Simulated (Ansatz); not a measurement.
Mulliken charges of `FC1=N[SiH]1F` from r2SCAN/def2-TZVPP in Ansatz (PBE0-D4/def2-TZVP geometry).

| atom | x (Å) | y (Å) | z (Å) | charge (e) |
| --- | --- | --- | --- | --- |
| F1 | 1.466 | -1.644 | 0.786 | -0.146 |
| C2 | 0.547 | -0.816 | 0.353 | 0.158 |
| N3 | -0.644 | -1.096 | -0.002 | -0.283 |
| Si4 | -0.294 | 0.619 | -0.190 | 0.619 |
| F5 | -0.112 | 1.224 | -1.639 | -0.296 |
| H6 | -0.920 | 1.649 | 0.646 | -0.052 |

Problem. By hand: the dipole of these point charges (1 e Å = 4.8032 D).

Solution. Σ q r = (-0.046, 0.356, 0.276) e Å, of length 0.453 e Å = 2.18 D.

Problem. How does the dipole of the full density compare? (Estimate.)

Solution. Computed: (0.008, 0.438, 0.139) e Å, 2.21 D; the point charges give 0.99 times that, at 21° from its direction.

Point charges leave out the atoms' own dipoles, such as those of lone pairs, and Mulliken's split depends on the basis, so the two needn't agree.
